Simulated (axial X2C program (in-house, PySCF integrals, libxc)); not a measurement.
Photoelectron levels of ZrN⁻ by EOM-IP-CCSD

Calculated with an axial X2C code built on PySCF integrals: two-component X2C with atomic mean-field Coulomb and Gaunt terms, Gaussian nuclei, basis Zr dyall-acv3z, N dyall-av3z with contracted cores.

R = 1.701 Å (near the PBE0 minimum at charge -1 of the determinant lowest at the starting distance; the state shown can have its own minimum elsewhere).

Hartree–Fock spinors of ZrN⁻ (one of each Kramers pair; a window near the gap, which can cut inner shells):

| ω | occupied | ε (eV) | character |
| --- | --- | --- | --- |
| 1/2 | yes | -18.71 | 58% N s, 18% Zr d, 12% Zr p |
| 1/2 | yes | -5.18 | 59% N p, 32% Zr d, 4% Zr f |
| 3/2 | yes | -5.15 | 59% N p, 32% Zr d, 4% Zr f |
| 1/2 | yes | -4.95 | 54% N p, 31% Zr d, 6% Zr p |
| 1/2 | yes | -1.16 | 66% Zr s, 16% Zr p, 10% N p |
| 3/2 | no | 1.96 | 100% Zr p |
| 1/2 | no | 1.96 | 100% Zr p |
| 1/2 | no | 2.01 | 99% Zr p |
| 1/2 | no | 2.56 | 97% Zr s |
| 1/2 | no | 3.76 | 86% Zr p, 7% N p, 6% Zr d |
| 3/2 | no | 3.77 | 87% Zr p, 7% N p, 6% Zr d |

Vertical detachment energies of ZrN⁻ to the states of ZrN:

| Ω of ZrN | vertical detachment energy (eV) | above lowest (cm⁻¹) | ionised spinor | one-hole weight |
| --- | --- | --- | --- | --- |
| 1/2 | 1.639 | 0 | 65% Zr sσ, 17% Zr pσ, 10% N pσ | 0.97 |
| 1/2 | 3.818 | 17576 | 54% N pσ, 30% Zr dσ, 6% N sσ | 0.88 |
| 3/2 | 4.371 | 22040 | 59% N pπ, 32% Zr dπ | 0.88 |

Question: How far does the lowest EOM-IP-CCSD energy lie from the Koopmans value −ε of the highest filled spinor?

Answer: 1.639 eV against 1.16 eV, a shift of 0.48 eV: relaxation of the final state lowers the energy and the loss of correlation raises it.

This point took 29 s on 1 thread of Arm Neoverse N1, on a shared host.

Reference electrons by ω block (each with its −ω partner): 1/2: 17, 3/2: 6, 5/2: 1. 18 electrons of ZrN⁻ correlated (inner shells frozen), 84 natural virtual spinors (a truncated set); levels can be off by some tenths of an eV. Roots sought by Ω: (1/2: 4, 3/2: 3, 5/2: 1); the list ends where they run out and leaves out roots under 60 % one-particle weight. The solver can skip a root, and states that need a further excitation, which the method places far too high, are missing though they may lie low or lowest. T1 of the reference 0.032 (Lee–Taylor). Number of frozen shells: Zr 3 s, 2 p, 1 d; N 1 s. Large amplitudes in the reference (orbital relaxation or multireference character) lower the reliability.
